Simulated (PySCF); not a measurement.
This script is equivalent to a calculation on F³⁺ (fluorine, charge +3).

```python
from pyscf import gto, scf, dft, mp, cc
import basis_set_exchange as bse
mol = gto.M(atom="F 0 0 0", charge=3, spin=2, symmetry="D2h",
            basis=gto.basis.parse(bse.get_basis("def2-QZVPPD", elements=["F"], fmt="nwchem", header=False)))
mf = scf.UHF(mol)
mf.irrep_nelec = {'Ag': (2, 2), 'B1u': (1, 0), 'B2u': (1, 0)}
mf.kernel()
```

**Question.** What total energy does it give?

**Answer.** -95.32523 hartree (calculated).

**Question.** Which occupied shell lies highest, and where?

**Answer.** 2p α, at -88.120 eV.

**Question.** What is ⟨S²⟩, and what would a pure spin state give?

**Answer.** 2.003, against 2.00.
